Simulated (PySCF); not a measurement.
C3H4ClNSi, SMILES Cl[Si@H]1C=CC=N1.

The structure is a stationary point at B3LYP-D3(BJ)/def2-SVP. The structure was generated by enumeration; whether it is a known compound was not checked.

The numbers are results of PySCF 2.14.0 with TDA-PBE/def2-SVPD, not measurements.

Vertical excitations. The molecule is in vacuum.

**Question.** List the lowest excited states. (Estimate from the structure and the level; the computed values follow.)

**Answer.** 
| state | energy (eV) | λ (nm) | f | main pairs |
|---|---|---|---|---|
| S1 | 3.08 | 402 | 0.000 | HOMO→LUMO 100 % |
| S2 | 4.31 | 288 | 0.004 | HOMO−2→LUMO 71 %, HOMO−1→LUMO 25 % |
| S3 | 4.58 | 271 | 0.008 | HOMO−3→LUMO 49 %, HOMO−1→LUMO 29 %, HOMO−2→LUMO 19 % |
| S4 | 4.97 | 249 | 0.042 | HOMO−3→LUMO 48 %, HOMO−1→LUMO 36 %, HOMO−2→LUMO 8 % |
| S5 | 5.62 | 220 | 0.005 | HOMO−4→LUMO 88 % |
| S6 | 5.92 | 209 | 0.006 | HOMO→LUMO+1 85 %, HOMO→LUMO+2 13 % |
| S7 | 6.05 | 205 | 0.001 | HOMO→LUMO+2 79 %, HOMO→LUMO+1 13 % |
| S8 | 6.11 | 203 | 0.070 | HOMO−5→LUMO 66 %, HOMO−1→LUMO+1 12 % |
| S9 | 6.50 | 191 | 0.024 | HOMO→LUMO+3 84 % |
| S10 | 6.59 | 188 | 0.017 | HOMO→LUMO+4 85 % |
| T1 | 2.64 | 470 | 0 | HOMO→LUMO 99 % |
| T2 | 3.02 | 411 | 0 | HOMO−1→LUMO 97 % |
| T3 | 4.10 | 302 | 0 | HOMO−2→LUMO 98 % |
| T4 | 4.58 | 271 | 0 | HOMO−3→LUMO 98 % |
Triplets are in the Tamm–Dancoff approximation.
